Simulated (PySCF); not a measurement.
Precursor series Hf NH2-H. All species are isolated molecules in the gas phase. One relaxed conformer stands for each flexible species; it need not be the lowest.

The HOMO from two functionals at the same geometries (r2SCAN-D4/def2-SVP), both in PySCF: PBE-D3(BJ)/def2-TZVP and B3LYP-D3(BJ)/def2-TZVP. B3LYP has the VWN-RPA correlation part, as in Gaussian. 

```tsv
species	B3LYP-D3(BJ)/def2-TZVP (eV)
1 of 4 NH2 replaced by H ([Hf(NH2)3(H)])	-6.89
2 of 4 NH2 replaced by H	-7.24
3 of 4 NH2 replaced by H ([Hf(NH2)(H)3])	-7.65
4 of 4 NH2 replaced by H ([Hf(H)4])	-8.27
```

Question: What does PBE-D3(BJ)/def2-TZVP give for each?

Answer: 
- 1 of 4 NH2 replaced by H ([Hf(NH2)3(H)]): -5.74
- 2 of 4 NH2 replaced by H: -6.10
- 3 of 4 NH2 replaced by H ([Hf(NH2)(H)3]): -6.50
- 4 of 4 NH2 replaced by H ([Hf(H)4]): -7.12
Over these rows, drawn at random from the members with no instability flagged (it was tested for open shells, ions and some series alone), PBE minus B3LYP-D3(BJ): mean +1.15 eV, from +1.14 eV to +1.15 eV.
